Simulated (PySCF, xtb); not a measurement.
trimethylsulfonium (C3H9S), SMILES C[S+](C)C, charge +1.

GFN2-xTB (xtb) at its own geometry gives an orbital gap of 6.32 eV.

Coordinates come from a PBE0-D3(BJ)/def2-SVP optimisation.

**Question.** What does PBE/def2-TZVP run with PySCF give? (An estimate is asked for; the answer gives what the named calculation found.)

**Answer.** gap 7.20 eV (levels -12.91 and -5.71 eV).
